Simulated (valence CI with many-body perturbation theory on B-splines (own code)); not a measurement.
## Forbidden lines of Gd32+

Level of theory: configuration interaction combined with many-body perturbation theory (CI+MBPT): four valence electrons over a frozen Dirac-Fock core [Ar] 3d10, radial functions for each j: 11 s, 11 p, 10 d, 8 f, 5 g, 2 h, with the one-electron correlation potential Σ1 (screened to all orders), the two-electron term Σ2, the three-electron term Σ3, Breit, model QED; selected single and double excitations, second order for the rest, scaled by the run's own slope (own B-spline code, finite nucleus).

The last digits are not significant, and no measured levels were compared; by estimate large intervals hold to a few tenths of a per cent, small ones and those within an open d or f shell to about a per cent. Among the levels kept, up to 370 cm⁻¹ of a level comes from second order outside the variational space, and about a tenth of that is noise between levels of different J, which matters for small intervals.

Lines 1 to 11 of 11 in falling wavelength, among levels below 429.04 eV, chosen from the decays that carry over 1 % of a level's rate. Wavelengths and rates use the calculated energies. Electric multipoles are in the length gauge with retardation, E1 and E2 with the static RPA response of the core. M1 uses the relativistic operator with retardation. Weak lines are less certain than strong ones. Lines between different terms over intervals too small for the method are left out, as are lines whose strength nearly cancels.

Levels are named by their leading jj configuration (3d3/2^4 stands for four electrons in 3d with j = 3/2), which in mixed levels can hold well under half, so a name can repeat and another be missing.

| λ vac (Å) | Upper | Lower | Type | A (s⁻¹) | Branch % |
| --- | --- | --- | --- | --- | --- |
| 3647 | (4s^2 4p1/2 4p3/2) J=2 | (4s^2 4p1/2 4p3/2) J=1 | M1 | 1.09e+02 | 1.7 |
| 346.0 | (4s^2 4p3/2 4d5/2) J=4 | (4s^2 4p1/2 4d5/2) J=3 | M1 | 3.27e+05 | 86.3 |
| 309.9 | (4s^2 4p1/2 4p3/2) J=1 | (4s^2 4p1/2^2) J=0 | M1 | 4.37e+05 | 100.0 |
| 291.3 | (4s^2 4p3/2^2) J=2 | (4s^2 4p1/2 4p3/2) J=2 | M1 | 3.87e+05 | 47.1 |
| 291.3 | (4s^2 4p3/2^2) J=2 | (4s^2 4p1/2 4p3/2) J=2 | E2 | 1.22e+04 | 1.5 |
| 285.6 | (4s^2 4p1/2 4p3/2) J=2 | (4s^2 4p1/2^2) J=0 | E2 | 6.46e+03 | 98.3 |
| 269.7 | (4s^2 4p3/2^2) J=2 | (4s^2 4p1/2 4p3/2) J=1 | M1 | 4.15e+05 | 50.6 |
| 247.4 | (4s^2 4p3/2^2) J=0 | (4s^2 4p1/2 4p3/2) J=2 | E2 | 3.59e+04 | 3.0 |
| 231.6 | (4s^2 4p3/2^2) J=0 | (4s^2 4p1/2 4p3/2) J=1 | M1 | 1.16e+06 | 97.0 |
| 215.2 | (4s^2 4p3/2 4d5/2) J=4 | (4s 4p1/2 4p3/2^2) J=3 | M1 | 3.07e+04 | 8.1 |
| 122.7 | (4s^2 4p3/2 4d5/2) J=4 | (4s 4p1/2^2 4p3/2) J=2 | E2 | 1.11e+04 | 2.9 |
